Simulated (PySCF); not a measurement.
## HoSF at several levels of theory

Computed with PySCF 2.14.0 (density fitting, no spin-orbit coupling) at the geometry relaxed with PBE0:

```xyz
3
HoSF (singlet in the valence; each metal's 4f electrons, 10 of them, lie in its core potential, out of spins and levels)
Ho   -0.1776    0.0000   -0.3934
S     1.7952    0.0000    0.8255
F    -1.8192    0.0000    0.7264
```

```json
{"level": "PBE0", "basis": "Ho lcecp-1-SVP with ECP56, S def2-SVP, F def2-SVP", "state": "singlet", "HOMO (eV)": "-5.94", "gap (eV)": "3.13", "charge on Ho1 (e)": "0.80", "population of f-type functions on Ho1 (polarisation alone where 4f lies in the core)": "0.05", "dipole about the centre of mass (D)": "8.07", "largest force component (eV/Å)": "0.00"}
{"level": "TPSSh", "basis": "the same", "state": "singlet", "HOMO (eV)": "-5.35", "gap (eV)": "2.37", "charge on Ho1 (e)": "0.80", "population of f-type functions on Ho1 (polarisation alone where 4f lies in the core)": "0.05", "dipole about the centre of mass (D)": "7.96", "largest force component (eV/Å)": "0.30"}
{"level": "PBE0", "basis": "Ho lcecp-1-TZVP with ECP56, S def2-TZVP, F def2-TZVP", "state": "singlet", "HOMO (eV)": "-5.98", "gap (eV)": "3.16", "charge on Ho1 (e)": "1.18", "population of f-type functions on Ho1 (polarisation alone where 4f lies in the core)": "0.05", "dipole about the centre of mass (D)": "8.33", "largest force component (eV/Å)": "0.05"}
```

In the lcecp rows the 4f levels are missing from HOMO and gap, and the state counts the valence alone.

Charges are Mulliken's, which hang on the basis. The relaxation used the grid (50, 194), these runs (75, 302) or, all-electron (x2c bases, spin-free X2C Hamiltonian), (99, 590).

What does BLYP with Ho lcecp-1-SVP with ECP56, S def2-SVP, F def2-SVP give here?

state singlet, HOMO (eV) -4.74, gap (eV) 1.30, charge on Ho1 (e) 0.61, population of f-type functions on Ho1 (polarisation alone where 4f lies in the core) 0.04, dipole about the centre of mass (D) 6.98, largest force component (eV/Å) 0.80. Time: 2.1 s on 2 threads of Arm Neoverse V1 (shared host), from an already converged density.

In the first row's basis the gap widens with exact exchange: 1.3 eV for BLYP (none); 2.4 to 3.1 eV for TPSSh, PBE0 (a fixed share).

An lcecp potential fixes the number of 4f electrons, so in runs with it no electron can move into or out of that shell.
